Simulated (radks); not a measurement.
Mg2+, 10 electrons, occupied as 1s1.5 2s2 2p6 3s0.5 (fractional occupations, a model configuration). All-electron calculation, non-relativistic Kohn-Sham, PBEsol, spin-polarised, spherical densities, point nucleus; open shells are filled with parallel spins first. Program: a radial shooting solver on a logarithmic mesh with Libxc functionals.

Unscreened Slater integrals over Kohn-Sham orbitals (cm^-1). They are taken over the spin-up orbitals.

F0(3s,3s): 82918
F0(3s,2p): 109760
G1(3s,2p): 7935.8
F0(3s,2s): 109160
G0(3s,2s): 6285.1
F0(3s,1s): 119240
G0(3s,1s): 2884.9
F0(2p,2p): 317110
F2(2p,2p): 144170
F0(2p,2s): 304700
G1(2p,2s): 181520
F0(2p,1s): 450630
G1(2p,1s): 60062
F0(2s,2s): 296850
F0(2s,1s): 420920
G0(2s,1s): 32881
F0(1s,1s): 1598800
